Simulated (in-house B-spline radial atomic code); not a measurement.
## One electron outside the [Ar] 3d10 core: Rb IX (Rb8+)

Computed with an all-electron radial atomic-structure program (B-spline basis), no-pair Dirac-Coulomb Hamiltonian, finite nucleus. Rungs: frozen-core Dirac-Hartree-Fock (DHF); Brueckner orbitals from the second-order correlation potential; the same with the Coulomb interaction screened by the core and the hole-particle interaction summed; Breit and QED terms from differences of relaxed Dirac-Fock atoms, where computed. Partial waves beyond l = 6 are extrapolated. The tables show a selection of states; those near core-excited levels, with erratic corrections or far from their DHF start are never shown.

Command:
```bash
python run_mb.py task.json out
```
Settings (nuclear radius in fm, box in bohr, cutoff in hartree):
```
basis_form          2
Z                   37
core_configuration  [Ar] 3d10
rms_radius          4.2036
mass_number         85
speed_of_light      137.036
box_radius          23.467
lmax                6
intervals           65
virtual_cutoff      2738.0
```

Run time, properties included: 91 s on 1 thread of Intel(R) Xeon(R) Platinum 8375C CPU @ 2.90GHz, on a shared host.

Removal energies (eV):

| state | DHF | second order | screened | Breit + QED | final |
| --- | --- | --- | --- | --- | --- |
| 4s1/2 | 149.397 | 150.797 | 150.69 | -0.0884 | 150.602 |
| 4p1/2 | 129.828 | 131.033 | 130.955 | -0.069 | 130.886 |
| 4p3/2 | 128.317 | 129.473 | 129.4 | -0.0439 | 129.356 |
| 4d3/2 | 97.8326 | 98.643 | 98.612 | -0.012 | 98.5999 |
| 4d5/2 | 97.6105 | ? | ? | ? | ? |
| 5s1/2 | 78.7044 | 79.2175 | 79.1605 | -0.0331 | 79.1274 |
| 4f7/2 | 70.6937 | ? | ? | ? | ? |
| 5p1/2 | 70.7945 | 71.258 | 71.2114 | -0.0273 | 71.184 |
| 4f5/2 | 70.6887 | 71.1823 | 71.1812 | - | - |
| 5p3/2 | 70.1961 | 70.6459 | 70.6015 | -0.0174 | 70.5841 |

Task: What does correlation do to 4d5/2?

Result: It adds 0.8039 eV to the removal energy in second order and 0.7725 eV with screening; Breit and QED add -0.00267 eV, for a final 98.3803 eV.

Task: What does correlation do to 4f7/2?

Result: It adds 0.492 eV to the removal energy in second order and 0.4908 eV with screening, giving 71.1845 eV before Breit and QED terms, which weren't computed for this state.

Task: How does the lowest state compare with the NIST ionisation energy?

Result: 4s1/2 is bound by 150.602 eV, without recoil; NIST lists 150.628 ± 0.025 eV (measured), a difference of -0.026 eV.

Electric-dipole lines from 4s1/2 (reduced matrix elements in atomic units, length form, static core polarisation, sign of DHF taken positive):

```tsv
upper	DHF	+ core polarisation	+ Brueckner	λ (nm)	A (s⁻¹)
4p1/2	1.061	0.9945	0.9873	62.886	3.97e+09
4p3/2	1.505	1.412	1.402	58.359	5.01e+09
```

Magnetic hyperfine constants per unit nuclear g factor (MHz, nucleus as a uniformly magnetised ball; they apply to isotopes with nuclear spin):

| state | DHF | + core polarisation | + Brueckner |
| --- | --- | --- | --- |
| 4s1/2 | 40220 | 43610 | 44940 |
| 4p1/2 | 10520 | 11440 | 11850 |
| 4p3/2 | 1861 | 2029 | 2101 |
| 5s1/2 | 15100 | 16280 | 16570 |
| 5p1/2 | 4174 | 4520 | 4618 |
| 5p3/2 | 742.9 | 798.6 | 815.9 |

Task: What is the static scalar polarisability of 4s1/2?

Result: 1.455 bohr³: 0.1576 from the core and 1.297 from the valence electron, Pauli blocking included.
